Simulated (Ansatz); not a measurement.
Two isomers of C2H7BOS: A = `CCOBS`, B = `CCB(O)S`.

Computed with Ansatz on PBE0-D4/def2-TZVP structures; ΔE is electronic, products minus reactants. CCSD(T)/CBS adds triple-zeta CCSD(T) − MP2 to the extrapolated MP2 energy (def2 sets, frozen cores). DFT in def2-TZVPP. B3LYP here is the variant with VWN-RPA as its local correlation; programs differ in this. Each species was taken in one conformer, which may not be the lowest.

Problem. Which is lower in electronic energy at CCSD(T)/CBS, and by how much? (Best estimate.)

Solution. Ansatz gave: B, by 76.5 kJ/mol.

Problem. Give E(B) − E(A) in kJ/mol with PBE0-D4, B3LYP, ωB97M-V, r2SCAN-D4, MP2/def2-TZVPP, CCSD/def2-TZVPP, B3LYP-D4. (An estimate is asked.)

Solution. The calculation gave: PBE0-D4 -76.9, B3LYP -65.6, ωB97M-V -75.3, r2SCAN-D4 -76.3, MP2/def2-TZVPP -80.0, CCSD/def2-TZVPP -73.6, B3LYP-D4 -69.2. None reverses the order clearly.

Largest T1 diagnostic: 0.013.

The D4 term adds −3.6 kJ/mol with B3LYP and −1.8 kJ/mol with PBE0; it sums over pairs of atoms, weighted by their polarisabilities, and B3LYP, whose exchange is more repulsive, gets the larger term. In def2-TZVPP, CCSD(T) changes the Hartree–Fock value by −12.3 kJ/mol (the triples alone add −0.5 kJ/mol) and MP2 by −18.2 kJ/mol.
